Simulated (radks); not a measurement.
Task: The chromium ion Cr+, 23 electrons, occupied as [Ar] 3d3 4p2 (not the ground configuration). Calculated with a radial shooting solver on a logarithmic mesh with Libxc functionals: Dirac Kohn-Sham, PBE, spin-unpolarised, spherical densities, finite nucleus; open shells fill j = l - 1/2 first; Fermi nuclear charge, rms radius 3.6452 fm. Some entries of the table are withheld. Estimate them.

| orbital | occ. | eigenvalue (hartree) | r(max) (bohr) | <1/r> (bohr^-1) |
|---|---|---|---|---|
| 1s1/2 | 2 | (1) | 0.04160 | 23.88 |
| 2s1/2 | 2 | -25.31677 | 0.2436 | (2) |
| 2p1/2 | 2 | -21.61279 | (3) | 5.006 |
| 2p3/2 | 4 | -21.29531 | (4) | 4.930 |
| 3s1/2 | 2 | -3.47058 | 0.7731 | 1.590 |
| 3p1/2 | 2 | (5) | 0.7871 | 1.469 |
| 3p3/2 | 4 | (6) | 0.7937 | 1.453 |
| 3d3/2 | 3 | -0.78085 | (7) | 1.143 |
| 3d5/2 | 0 | -0.77695 | (8) | 1.139 |
| 4p1/2 | 2 | -0.34417 | 2.803 | 0.3969 |
| 4p3/2 | 0 | -0.34107 | 2.824 | 0.3939 |

Result: 
(1) 1s1/2 eigenvalue (hartree): -216.8384
(2) 2s1/2 <1/r> (bohr^-1): 5.067
(3) 2p1/2 r(max) (bohr): 0.1962
(4) 2p3/2 r(max) (bohr): 0.1985
(5) 3p1/2 eigenvalue (hartree): -2.43371
(6) 3p3/2 eigenvalue (hartree): -2.39457
(7) 3d3/2 r(max) (bohr): 0.7959
(8) 3d5/2 r(max) (bohr): 0.7980
